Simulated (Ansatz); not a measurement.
(CuBr)2 ring (Cu2Br2). Total charge 0; triplet. Geometry r2SCAN-D4/def2-SVP, that of the neutral singlet; atoms count from 1.

```xyz
4

Cu    0.4491    1.0265   -0.2228
Br    0.1148   -0.4878   -2.0157
Cu   -0.4491   -1.0265    0.2228
Br   -0.1148    0.4878    2.0157
```

At PBE0-D4/def2-TZVP a singlet of charge 0 lies 3.47 eV below the triplet at the same geometry.

Estimate the Mulliken populations from the PBE0/def2-TZVP orbitals of Ansatz.


```csv
atom,charge (e),spin (α − β),d electrons
Cu1,0.03,1.47,9.40
Br2,-0.18,0.14,–
Cu3,0.34,0.26,9.78
Br4,-0.18,0.14,–
```
Mulliken values and Mayer orders depend strongly on the basis.

Where does the spin sit?

Summed by element: Cu 1.73, Br 0.27, of 2 unpaired in all. Largest on single atoms: Cu1 1.47, Cu3 0.26, Br2 0.14.

And the Mayer bond orders between bonded heavy atoms (over 0.3)?

Cu1–Br2 0.58 (2.37 Å); Cu1–Cu3 0.54 (2.28 Å); Cu1–Br4 0.58 (2.37 Å); Br2–Cu3 0.66 (2.37 Å); Cu3–Br4 0.66 (2.37 Å).
